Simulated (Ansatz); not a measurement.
F5V, triplet, geometry from GFN2-xTB (such geometries of metal compounds can be far from the true shape) (the multiplicity is a formal guess); BHLYP/STO-3G (Ansatz, a program for electronic structure).

Input for Ansatz:
Ansatz 0.2 input:
```yaml
crystal:
  periodic: [false, false, false]
  atoms:
    - {symbol: V, position_ang: [-0.06288497, 0.02380204, 0.08181286]}
    - {symbol: F, position_ang: [1.20972327, -0.74300810, 1.27915267]}
    - {symbol: F, position_ang: [-1.33188431, 0.78924621, -1.12022211]}
    - {symbol: F, position_ang: [0.34042144, 1.48956341, 0.59064230]}
    - {symbol: F, position_ang: [0.98234230, -0.37181783, -1.27801965]}
    - {symbol: F, position_ang: [-1.03989665, -1.22481113, 0.31936948]}
basis:
  gaussian:
    orbitals: STO-3G
hamiltonian:
  xc: {name: BHLYP}
magnetization: {spin_polarized: true, initial_magnetization: 2}
accuracy: high
```

Write the output that Ansatz gives for this input, abridged.


```
Functional definition: BHLYP
1038 factors; integrals over basis functions are off by at most 3.6e-9 eV
mean field evaluation 1: about -38793.4256 eV, gradient 4.0e1 eV
mean field evaluation 2: about -38666.2101 eV, gradient 1.9e2 eV
mean field evaluation 4: about -38804.9174 eV, gradient 7.2e0 eV
mean field evaluation 8: about -38805.4258 eV, gradient 3.3e-1 eV
mean field evaluation 16: about -38805.6468 eV, gradient 3.0e-3 eV
mean field evaluation 32: about -38807.9262 eV, gradient 5.6e-1 eV
mean field evaluation 64: about -38805.6646 eV, gradient 5.1e-1 eV
mean field -38807.93605692 eV, -1426.1653451279 hartree, gradient 2.2e-8 eV, S^2 2.030222; 6 other end points of the search recorded, 0 dependent functions left out
reference -38807.93607482 eV, -1426.1653457856 hartree; 35, 33 occupied and 8, 10 virtual orbitals, 1038 factors
Total energy: -38807.93607482 eV, -1426.1653457856 hartree
```
